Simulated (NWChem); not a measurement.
System: GaH2S2Cl; SMILES [SH][Ga]([SH])[Cl]

The following NWChem deck was run.

```
start job
memory heap 200 mb stack 900 mb global 1100 mb
geometry units angstroms noautosym nocenter noautoz
  Ga     0.016994    -0.000120    -0.000089
  Cl    -2.123468     0.028292    -0.000020
  S      1.028367     1.946019    -0.020858
  H      2.269619     1.410822    -0.015173
  S      0.976318    -1.972442     0.020571
  H      2.231356    -1.470426     0.014678
end
basis spherical
  * library def2-svpd
end
dft
  xc xcamb88 1.00 lyp 0.81 vwn_5 0.19 hfexch 1.00
  cam 0.33 cam_alpha 0.19 cam_beta 0.46
  iterations 150
end
property
  response 1 0.0
end
task dft property
```

Parts of the log:

```
             Northwest Computational Chemistry Package (NWChem) 7.3.0
             --------------------------------------------------------

                             Geometry "geometry" -> ""
                             -------------------------

 Output coordinates in angstroms (scale by  1.889725989 to convert to a.u.)

  No.       Tag          Charge          X              Y              Z
 ---- ---------------- ---------- -------------- -------------- --------------
    1 Ga                  31.0000     0.01699400    -0.00012000    -0.00008900
    2 Cl                  17.0000    -2.12346800     0.02829200    -0.00002000
    3 S                   16.0000     1.02836700     1.94601900    -0.02085800
    4 H                    1.0000     2.26961900     1.41082200    -0.01517300
    5 S                   16.0000     0.97631800    -1.97244200     0.02057100
    6 H                    1.0000     2.23135600    -1.47042600     0.01467800

 Effective nuclear repulsion energy (a.u.)     515.8395234280

                              NWChem Property Module
                              ----------------------

                                 NWChem DFT Module
                                 -----------------

 Summary of "ao basis" -> "ao basis" (spherical)
 ------------------------------------------------------------------------------
       Tag                 Description            Shells   Functions and Types
 ---------------- ------------------------------  ------  ---------------------
 Ga                        def2-svpd                14       38   6s4p4d
 Cl                        def2-svpd                11       27   5s4p2d
 S                         def2-svpd                11       27   5s4p2d
 H                         def2-svpd                 4        8   2s2p

            General Information
            -------------------
          SCF calculation type: DFT
          Wavefunction type:  closed shell.
          No. of atoms     :     6
          No. of electrons :    82
           Alpha electrons :    41
            Beta electrons :    41
          Charge           :     0
          Spin multiplicity:     1
          Use of symmetry is: off; symmetry adaption is: off
          Maximum number of iterations: 150
          AO basis - number of functions:   135
                     number of shells:    55
          Convergence on energy requested:  1.00D-06
          Convergence on density requested:  1.00D-05
          Convergence on gradient requested:  5.00D-04

              XC Information
              --------------
                     Hartree-Fock (Exact) Exchange  1.000
                   CAM-Becke88 Exchange Functional  1.000
                      VWN V Correlation Functional  0.190 local
              Lee-Yang-Parr Correlation Functional  0.810

           Range-Separation Parameters
           ---------------------------
           Alpha           :  0.19
           Beta            :  0.46
           Gamma           :  0.33
           Short-Range HF  :     F

             Grid Information
             ----------------
          Grid used for XC integration:  medium
          Radial quadrature: Mura-Knowles
          Angular quadrature: Lebedev.
          Tag              B.-S. Rad. Rad. Pts. Rad. Cut. Ang. Pts.
          ---              ---------- --------- --------- ---------
          Ga                  1.30      112          12.0       590
          Cl                  1.00       88          13.0       590
          S                   1.00       88          14.0       590
          H                   0.35       45          14.0       434
          Grid pruning is: on
          Number of quadrature shells:   466
          Spatial weights used:  Erf1

      Superposition of Atomic Density Guess
      -------------------------------------

 Sum of atomic energies:       -3178.00754491

      Non-variational initial energy
      ------------------------------

 Total energy =   -3178.913555
 1-e energy   =   -5448.268492
 2-e energy   =    1753.515413
 HOMO         =      -0.330150
 LUMO         =      -0.020866

   convergence    iter        energy       DeltaE   RMS-Dens  Diis-err
 ---------------- ----- ----------------- --------- --------- ---------
 d= 0,ls=0.0,diis     1  -3182.2277057463 -3.70D+03  1.06D-02  5.76D-01
 d= 0,ls=0.0,diis     2  -3182.2688080531 -4.11D-02  4.43D-03  1.94D-01
 d= 0,ls=0.0,diis     3  -3182.2970364610 -2.82D-02  1.26D-03  3.00D-02
 d= 0,ls=0.0,diis     4  -3182.3002169003 -3.18D-03  2.21D-04  3.76D-03
 d= 0,ls=0.0,diis     5  -3182.3004363563 -2.19D-04  6.59D-05  5.40D-05
  Resetting Diis
 d= 0,ls=0.0,diis     6  -3182.3004427952 -6.44D-06  1.69D-05  4.69D-06
 d= 0,ls=0.0,diis     7  -3182.3004436527 -8.57D-07  5.65D-06  9.89D-08

         Total DFT energy =    -3182.300443652693
      One electron energy =    -5447.653774096511
           Coulomb energy =     1905.091957289259
    Exchange-Corr. energy =     -155.578150273444
 Nuclear repulsion energy =      515.839523428004

 Numeric. integr. density =       81.999998382228

                       DFT Final Molecular Orbital Analysis
                       ------------------------------------

 Vector   39  Occ=2.000000D+00  E=-3.729594D-01
              MO Center= -1.3D-02,  2.4D-04, -1.0D-04, r^2= 6.1D+00
   Bfn.  Coefficient  Atom+Function         Bfn.  Coefficient  Atom+Function
  ----- ------------  ---------------      ----- ------------  ---------------
    51      0.345461  2 Cl py               113      0.304514  5 S  py
    78      0.302510  3 S  py                48      0.280189  2 Cl py
   110      0.259938  5 S  py                75      0.258397  3 S  py
    14     -0.179765  1 Ga py                45      0.159771  2 Cl py
   107      0.146654  5 S  py                72      0.145774  3 S  py

 Vector   40  Occ=2.000000D+00  E=-3.602062D-01
              MO Center=  6.0D-01, -7.8D-03, -1.3D-04, r^2= 5.5D+00
   Bfn.  Coefficient  Atom+Function         Bfn.  Coefficient  Atom+Function
  ----- ------------  ---------------      ----- ------------  ---------------
    79      0.375422  3 S  pz               114      0.375398  5 S  pz
    76      0.291167  3 S  pz               111      0.291148  5 S  pz
    52     -0.223492  2 Cl pz                49     -0.176982  2 Cl pz
    73      0.163745  3 S  pz               108      0.163735  5 S  pz
    15      0.116296  1 Ga pz                46     -0.101111  2 Cl pz

 Vector   41  Occ=2.000000D+00  E=-3.420377D-01
              MO Center=  1.0D+00, -1.3D-02, -1.4D-04, r^2= 5.2D+00
   Bfn.  Coefficient  Atom+Function         Bfn.  Coefficient  Atom+Function
  ----- ------------  ---------------      ----- ------------  ---------------
    79      0.423465  3 S  pz               114     -0.423487  5 S  pz
    76      0.328311  3 S  pz               111     -0.328328  5 S  pz
    73      0.183836  3 S  pz               108     -0.183846  5 S  pz
    20     -0.067533  1 Ga d -1              82      0.067819  3 S  pz
   117     -0.067822  5 S  pz                30      0.042771  1 Ga d -1

 Vector   42  Occ=0.000000D+00  E=-2.574118D-02
              MO Center=  4.9D-01, -6.4D-03, -4.0D-05, r^2= 9.3D+00
   Bfn.  Coefficient  Atom+Function         Bfn.  Coefficient  Atom+Function
  ----- ------------  ---------------      ----- ------------  ---------------
     6      2.247343  1 Ga s                  5      0.947833  1 Ga s
    70     -0.817875  3 S  s                105     -0.817866  5 S  s
    43     -0.710442  2 Cl s                  4      0.533150  1 Ga s
   116     -0.399737  5 S  py                81      0.391284  3 S  py
    80      0.323551  3 S  px               115      0.313042  5 S  px

 Vector   43  Occ=0.000000D+00  E=-6.789489D-03
              MO Center=  1.1D-01, -1.4D-03, -1.7D-04, r^2= 4.4D+00
   Bfn.  Coefficient  Atom+Function         Bfn.  Coefficient  Atom+Function
  ----- ------------  ---------------      ----- ------------  ---------------
    18      0.627712  1 Ga pz                15      0.457423  1 Ga pz
    79     -0.235950  3 S  pz               114     -0.235949  5 S  pz
    12     -0.224493  1 Ga pz                52     -0.206647  2 Cl pz
    76     -0.146733  3 S  pz               111     -0.146733  5 S  pz
    49     -0.128418  2 Cl pz               124      0.090491  5 S  d -1

 Vector   44  Occ=0.000000D+00  E= 8.482771D-03
              MO Center=  1.5D+00, -2.0D-02, -1.9D-04, r^2= 8.2D+00
   Bfn.  Coefficient  Atom+Function         Bfn.  Coefficient  Atom+Function
  ----- ------------  ---------------      ----- ------------  ---------------
     6      3.675238  1 Ga s                 43     -1.357890  2 Cl s
    70     -1.267451  3 S  s                105     -1.267436  5 S  s
     4     -0.541458  1 Ga s                 36     -0.528285  1 Ga d  0
    16     -0.372449  1 Ga px                80      0.352960  3 S  px
   115      0.348817  5 S  px                77     -0.252001  3 S  px

     Multipole analysis of the density
     ---------------------------------

     L   x y z        total         alpha         beta         nuclear
     -   - - -        -----         -----         ----         -------
     0   0 0 0     -0.000000    -41.000000    -41.000000     82.000000

[...]

 DFT Linear Response polarizability / au
 Frequency  =       0.0000000 / au
              X              Y              Z
 -----------------------------------------------
 X      91.6489760      0.1054334     -0.0062300
 Y       0.1054334     99.5792360     -0.3799968
 Z      -0.0062302     -0.3799967     63.5784081
 -----------------------------------------------
 Eigenvalues =      91.6475746     99.5846489     63.5743967
 Isotropic   =      84.9355400
 Anisotropic =      32.7707089
 -----------------------------------------------

 Magnetic Dipole Response Matrix (nonzero elements):

 Exiting AOResponse driver routine
```

Level: CAM-B3LYP/def2-SVPD. Geometry: optimised at PBE0/def2-SVP.
